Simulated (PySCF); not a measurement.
## KCl at r²SCAN0

Computed with r²SCAN0; K def2-SVP, Cl def2-SVP; no relativity (PySCF 2.14).

```json
{
 "state": "¹Σ⁺ (singlet), closed shell",
 "bond length": "0.2663 nm",
 "harmonic wavenumber": "299 cm⁻¹",
 "force constant": "0.970 mdyn/Å",
 "rotational constant Be": "0.1290 cm⁻¹",
 "anharmonicity ωexe": "1.33 cm⁻¹",
 "vibration–rotation constant αe": "0.000815 cm⁻¹",
 "well depth De to K + Cl": "95.7 kcal/mol",
 "dissociation energy D0": "95.3 kcal/mol",
 "HOMO–LUMO gap": "4.77 eV",
 "bond order (Mayer)": "0.66",
 "dipole moment (positive dipole means K(−)Cl(+))": "-9.90 D"
}
```
